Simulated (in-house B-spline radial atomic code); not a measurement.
## BSE on G0W0@HF excitations of Pd

Method: BSE on G0W0@HF. Computed with a B-spline radial code for spherical atoms: linear response of the closed shell [Kr] 4d10 with a statically screened interaction on G0W0 levels; non-relativistic, point nucleus, no spin-orbit coupling, no double excitations, S, P, D and F terms only; shells from n = 2 respond. Only terms of natural parity with L up to 3 were computed.

Without relativity these are model numbers for so heavy an element.

Only levels near the gap carry their own quasi-particle shift, so the BSE energies are approximate.

Command:
```bash
python run_td.py task.json out
```
Settings (radii: box in bohr, nucleus in fm):
```
Z                        46
electrons                46
configuration            [Kr] 4d10
hamiltonian              nr
method                   bse
box_radius               75
intervals                61
```

Run time, properties included: 34 s on 1 thread of Arm Neoverse N1, on a shared host.

The lowest states, in the order of their Tamm-Dancoff energies; the method's threshold (minus the highest G0W0 level) is 8.765 eV. Labels give the largest channel, * marks a mixed state, and oscillator strengths are full-response dipole values. Energies in eV:

```csv
state,full response,Tamm-Dancoff,oscillator strength
4d → 5s 3D,2.635,2.655,-
4d → 5s 1D,3.096,3.121,-
4d → 5p 3P,5.190,5.202,-
4d → 5p 3F,5.335,5.344,-
4d → 5p 1F,5.480,5.481,-
4d → 5p 1P,5.683,5.732,0.288
4d → 6s 3D,?,?,-
4d → 6s 1D,6.709,6.712,-
4d → 5d 3S,7.197,7.200,-
4d → 6p 3P,7.255,7.257,-
4d → 5d 3D,7.274,7.275,-
4d → 6p 3F,7.286,7.288,-
4d → 5d 1D,?,?,-
4d → 6p 1F,7.319,7.319,-
4d → 6p 1P,7.364,7.376,0.0499
4d → 5d 1S,7.381,7.398,-
4d → 7s 3D,7.658,7.658,-
4d → 7s 1D,7.678,7.679,-
4d → 6d 3S,7.895,7.897,-
4d → 4f 3P,7.907,7.907,-
4d → 4f 1P,7.908,7.908,0.00469
4d → 4f 3F,7.916,7.916,-
```

**Question.** Where does 4d → 5d 1D lie?

**Answer.** At 7.297 eV in full response, 7.298 eV in Tamm-Dancoff.

**Question.** Where does 4d → 6s 3D lie?

**Answer.** At 6.649 eV in full response, 6.651 eV in Tamm-Dancoff.

**Question.** How large is the singlet-triplet splitting of 4d → 5s (D terms) in Tamm-Dancoff?

**Answer.** 0.465 eV, from the unrounded values.

**Question.** What polarisabilities and dispersion coefficient does the method give?

**Answer.** Dipole 18.95 bohr³, quadrupole 196.3 bohr⁵, C6 128.2 hartree·bohr⁶ for two such species. Recommended dipole value: 26.14 ± 0.1 bohr³ (Schwerdtfeger and Nagle, table of static dipole polarizabilities (2023 update)), which includes relativity and correlation.
